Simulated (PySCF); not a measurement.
# $^{31}$P chemical shifts

In vacuum, non-relativistic Hamiltonian, one averaged value for each set of equivalent atoms, a single conformation. GFN2-xTB structure; shielding tensors at PBE0/pcSseg-1 (GIAO); PySCF.

Shieldings were converted by a linear fit to measured shifts: $^{31}$P (scatter 18.1 ppm rms vs H3PO4, solution or neat liquid). Occasional misses reach two or three times the rms, and more in compound classes unlike the fitted ones.

Q: Give the $^{31}$P shifts of `P#CP`.

A: 
| compound | environment | δ (ppm) |
| --- | --- | --- |
| [P:1]#[C:2][PH2:3] | P1: phosphorus bonded to C | 124.3 |
| [P:1]#[C:2][PH2:3] | P3: phosphorus bonded to C, 2 H | -140.6 |

Q: Order these by $^{31}$P shift, lowest first.
A. N[Si@@H](P)C#CCCC(F)(F)F
B. CC(C)/C(F)=P/C(F)(F)F
C. CC/C(F)=P/CC(F)(F)F

A: A (-237.3 ppm, phosphorus bonded to Si, 2 H), C (107.5 ppm, phosphorus bonded to 2 C), B (126.5 ppm, phosphorus bonded to 2 C).
